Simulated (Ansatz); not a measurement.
The same ligand exchange along the group B, Ga, In.

Isolated molecules relaxed with PBE0-D4/def2-TZVP in Ansatz; ΔE leaves out vibrations. CBS: MP2 limit from def2 TZ/QZ plus the TZ coupled-cluster correction, frozen cores. This one scheme is used for every species. DFT in def2-TZVPP. Elements past krypton have def2 core potentials. For As, Ga, In outer-core shells are correlated without core-valence functions, which leaves a few kJ/mol of doubt a bond. Scalar relativity is left out up to krypton.

```json
{"reaction": "`B[AsH2]` + CH₃OH → `CO[AsH2]` + BH₃", "CCSD(T)/CBS(def2) (eV)": "0.57"}
{"reaction": "`[GaH2][AsH2]` + CH₃OH → `CO[AsH2]` + `[GaH3]`", "CCSD(T)/CBS(def2) (eV)": "0.97"}
{"reaction": "`[AsH2][InH2]` + CH₃OH → `CO[AsH2]` + `[InH3]`", "CCSD(T)/CBS(def2) (eV)": "?"}
```

(1) Fill in the missing values. (An estimate is asked.)

Largest T1 diagnostic: 0.014, for `[InH3]`.

Answers

(1) Ansatz gave: `[AsH2][InH2]` + CH₃OH → `CO[AsH2]` + `[InH3]`: +1.11 eV.
